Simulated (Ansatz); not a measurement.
Isolated molecules relaxed with PBE0-D4/def2-TZVP in Ansatz; ΔE leaves out vibrations. CCSD(T)/CBS is the MP2 limit (def2-TZVPP, def2-QZVPP) plus CCSD(T) − MP2 in def2-TZVPP, frozen cores. Functionals use def2-TZVPP. For Ge outer-core shells are correlated without core-valence functions, which leaves a few kJ/mol of doubt a bond. Scalar relativity is left out up to krypton. Each species was taken in one conformer, which may not be the lowest.

`O[SiH](O)[CH2][GeH3]` + `Cl[Si](Cl)(Cl)Cl` → `Cl[Si](Cl)(Cl)[GeH3]` + `O[SiH](O)CCl`  (redistribution)

```tsv
level	ΔE (kcal/mol)
ωB97X-V	32.7
PBE	29.2
HF/CBS(def2)	33.7
CCSD/CBS(def2)	33.9
```

(1) What does CCSD(T)/CBS give? (Estimate.)

Largest T1 diagnostic among the species: 0.011.

Answers

(1) The calculation gave: +33.7 kcal/mol. The listed levels differ from it by -1.0, -4.5, 0.0, 0.2 kcal/mol.

From PBE to PBE0 (25 % exact exchange), in def2-TZVPP and without D4, ΔE moves by +1.9 kcal/mol.
